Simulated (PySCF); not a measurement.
Cl₂In, charge +1, singlet, geometry from GFN2-xTB (such geometries of metal compounds can be far from the true shape) (core potentials on In); B97M-V/def2-SVP in PySCF.

Input for PySCF:
```python
from pyscf import gto, scf, dft

mol = gto.Mole()
mol.atom = '''
    In    0.00000000    0.00000000    0.00000000
    Cl    0.00000000    0.00000000    2.29969147
    Cl   -0.00000000   -0.00000000   -2.29969147
'''
mol.basis = 'def2-svp'
mol.ecp = {'In': 'def2-svp'}
mol.charge = 1
mol.verbose = 4
mol.build()

mf = dft.RKS(mol)
mf.xc = 'b97m_v'
mf.kernel()
```

What the program printed (banner, timings and long lists left out):

```
PySCF version 2.14.0

[INPUT] verbose = 4
[INPUT] num. atoms = 3
[INPUT] num. electrons = 54
[INPUT] charge = 1
[INPUT] spin (= nelec alpha-beta = 2S) = 0
[INPUT] symmetry False subgroup None
[INPUT] Mole.unit = angstrom
[INPUT] Symbol           X                Y                Z      unit          X                Y                Z       unit  Magmom
[INPUT]  1 In     0.000000000000   0.000000000000   0.000000000000 AA    0.000000000000   0.000000000000   0.000000000000 Bohr   0.0
[INPUT]  2 Cl     0.000000000000   0.000000000000   2.299691470000 AA    0.000000000000   0.000000000000   4.345787049298 Bohr   0.0
[INPUT]  3 Cl     0.000000000000   0.000000000000  -2.299691470000 AA    0.000000000000   0.000000000000  -4.345787049298 Bohr   0.0

nuclear repulsion = 197.547645630403
number of shells = 26
number of NR pGTOs = 133
number of NR cGTOs = 62
basis = def2-svp
ecp = {'In': 'def2-svp'}

******** <class 'pyscf.dft.rks.RKS'> ********
method = RKS
initial guess = minao
damping factor = 0
level_shift factor = 0
DIIS = <class 'pyscf.scf.diis.CDIIS'>
diis_start_cycle = 1
diis_space = 8
diis_damp = 0
SCF conv_tol = 1e-09
SCF conv_tol_grad = None
SCF max_cycles = 50
direct_scf = True
direct_scf_tol = 1e-13
XC library pyscf.dft.libxc version 7.1.2
    S. Lehtola, C. Steigemann, M. J. T. Oliveira, and M. A. L. Marques,  SoftwareX 7, 1–5 (2018)
XC functionals = b97m_v
    N. Mardirossian and M. Head-Gordon,  J. Chem. Phys. 142, 074111 (2015)
radial grids:
    Treutler-Ahlrichs [JCP 102, 346 (1995); DOI:10.1063/1.469408] (M4) radial grids

becke partition: Becke, JCP 88, 2547 (1988); DOI:10.1063/1.454033
pruning grids: <function nwchem_prune>
grids dens level: 3
symmetrized grids: False
atomic radii adjust function: <function treutler_atomic_radii_adjust>
** Following is NLC and NLC Grids **
NLC functional = b97m_v
radial grids:
    Treutler-Ahlrichs [JCP 102, 346 (1995); DOI:10.1063/1.469408] (M4) radial grids

becke partition: Becke, JCP 88, 2547 (1988); DOI:10.1063/1.454033
pruning grids: <function nwchem_prune>
grids dens level: 3
symmetrized grids: False
atomic radii adjust function: <function treutler_atomic_radii_adjust>
small_rho_cutoff = 0
Set gradient conv threshold to 3.16228e-05
Initial guess from minao.
tot grids = 59640
tot grids = 59640
init E= -1089.19110197611
  HOMO = -0.662509675268309  LUMO = -0.610824307034855  gap/eV = 1.40643
cycle= 1 E= -1108.78613406438  delta_E= -19.6  |g|= 2.03  |ddm|= 12.3
  HOMO = -0.356209026154837  LUMO = -0.194942941869238  gap/eV = 4.38827
cycle= 2 E= -1107.98780505639  delta_E= 0.798  |g|=  2.8  |ddm|= 5.75
  HOMO = -0.512957798658414  LUMO = -0.373163450458982  gap/eV = 3.80400
cycle= 3 E= -1109.77863329828  delta_E= -1.79  |g|= 0.0986  |ddm|= 2.73
  HOMO = -0.51003088494528  LUMO = -0.394941996092488  gap/eV = 3.13173
cycle= 4 E= -1109.77744402198  delta_E= 0.00119  |g|= 0.126  |ddm|= 0.432
  HOMO = -0.518981180354668  LUMO = -0.395293368142232  gap/eV = 3.36572
cycle= 5 E= -1109.78368740827  delta_E= -0.00624  |g|= 0.0104  |ddm|= 0.202
  HOMO = -0.517319168573626  LUMO = -0.392877622181714  gap/eV = 3.38623
cycle= 6 E= -1109.783715705  delta_E= -2.83e-05  |g|= 0.00146  |ddm|= 0.0202
  HOMO = -0.517582494573977  LUMO = -0.393014188789997  gap/eV = 3.38968
cycle= 7 E= -1109.78371632529  delta_E= -6.2e-07  |g|= 0.000401  |ddm|= 0.00214
  HOMO = -0.5175499466616  LUMO = -0.392994662608366  gap/eV = 3.38932
cycle= 8 E= -1109.78371636758  delta_E= -4.23e-08  |g|= 3.3e-05  |ddm|= 0.000388
  HOMO = -0.517549135939197  LUMO = -0.392996224436883  gap/eV = 3.38926
cycle= 9 E= -1109.78371636798  delta_E= -4.01e-10  |g|= 2.03e-06  |ddm|= 4.76e-05
  HOMO = -0.517548658997645  LUMO = -0.392996146683134  gap/eV = 3.38925
Extra cycle  E= -1109.78371636797  delta_E= 6.37e-12  |g|= 4.07e-06  |ddm|= 9.78e-06
converged SCF energy = -1109.78371636797
```
